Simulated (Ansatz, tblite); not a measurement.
Removing and adding an electron: TeSe₂ (the lowest singlet isomer of a short search). The state is a singlet with charge 0. Geometry: B3LYP-D4/def2-TZVP. Ansatz, gas phase; energy differences of separate SCF runs; the oxidised species was run as a doublet alone; the reduced species was run as a doublet alone.

Cartesian coordinates in Å:
```
Se 0.7855 1.1573 0.2097
Se -1.3867 0.1584 0.2286
Te 0.6013 -1.3157 -0.4383
```

In the def2 sets Te takes a core potential; there is no spin–orbit coupling. The xTB rows come from tblite. The structure comes from a short search, and lower isomers may exist.

| level | −HOMO (eV) | vertical IE (eV) | −LUMO (eV) | vertical EA (eV) | HOMO–LUMO gap (eV) | IE − EA (eV) | remarks |
| --- | --- | --- | --- | --- | --- | --- | --- |
| GFN1-xTB | 9.44 | 13.34 | 7.64 | 4.04 | 1.80 | 9.30 | – |
| GFN2-xTB | 10.32 | 13.13 | 8.93 | 6.35 | 1.39 | 6.78 | – |
| PBE-D4/def2-TZVPD | 5.17 | – | 3.82 | 1.31 | 1.35 | – | HOMO above zero (-1 doublet) |
| r2SCAN-D4/def2-TZVP | 5.37 | 8.04 | 3.80 | – | 1.57 | – | – |
| r2SCAN-D4/def2-TZVPD | 5.40 | – | 3.82 | 1.42 | 1.57 | – | HOMO above zero (-1 doublet) |
| PBE0-D4/def2-TZVP | 6.19 | 8.13 | 3.09 | – | 3.11 | – | – |
| PBE0-D4/def2-TZVPD | 6.23 | – | 3.12 | 1.38 | 3.10 | – | HOMO above zero (-1 doublet) |

Run but left out: PBE-D4/def2-TZVP (charge +1 doublet: an occupied level 0.14 eV above an empty one).   A HOMO above zero means that the electron is unbound at that level or that self-interaction error raises the level; the energy of removing that electron tells which. Raw xTB energy differences between charge states are shifted by several eV; the methods need an empirical correction for them.
